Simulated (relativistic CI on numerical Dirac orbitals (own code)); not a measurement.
**One change at a time: Zn¹²⁺**

Base calculation: Dirac-Coulomb-Breit CI, KLI orbitals optimised for each configuration, a model potential for QED, unscaled Slater integrals.

CI space (outside the closed core [Ne]): 3s2 3p6, 3s2 3p5 3d, 3s 3p6 3d, 3s2 3p5 4s, 3s2 3p5 4p, 3s2 3p5 4d, 3s 3p6 4s, 3s2 3p5 4f, 3s 3p6 4p, 3p6 3d2, 3p5 3d3, 3p5 3d2 4s, 3p5 3d2 4p, 3p5 3d2 4d. Double excitations out of closed p, d and f shells are left out; levels of such configurations are missing from the list, as are those of other unlisted configurations, and high levels can miss mixing partners. These lack a partner that the ground configuration has and come out too high: 3s2 3p5 4f.

The lowest level and the first level of each name with at least 55 % of one term (blank where a level has no safe partner in the second run):

```
           Level  Base (cm⁻¹)  Shift (cm⁻¹)
    3s2 3p6 1S_0            0             0
3s2 3p5 3d 3P°_0       525009          +650
3s2 3p5 3d 3P°_1       530459          +958
3s2 3p5 3d 3P°_2       541904         +1361
3s2 3p5 3d 3F°_4       553455         +1345
3s2 3p5 3d 3F°_3       558627         +1090
3s2 3p5 3d 3F°_2       568189         +1127
3s2 3p5 3d 3D°_3       596230         +1199
3s2 3p5 3d 3D°_1       607765         +1194
3s2 3p5 3d 3D°_2       615708         +1693
3s2 3p5 3d 1F°_3       619801         +1890
3s2 3p5 3d 1P°_1       789960         +1335
  3s 3p6 3d 3D_1      1034980          +776
  3s 3p6 3d 3D_2      1036939          +984
```

At this charge energies of transitions that change n are usually good to better than 1 %, and those within a shell (Δn = 0) to a few per cent.

One thing was changed in a second run, which moved the levels as shown. Which?
A. configuration mixing switched off
B. QED terms removed
C. valence Slater integrals scaled by 0.9
D. Breit term removed

D. Breit term removed. The Breit term mainly narrows fine-structure intervals, so removing it widens them.

LS names give the leading component of a level, which can be under half, so a name can repeat, a term be missing and a line seem to break the LS rules.
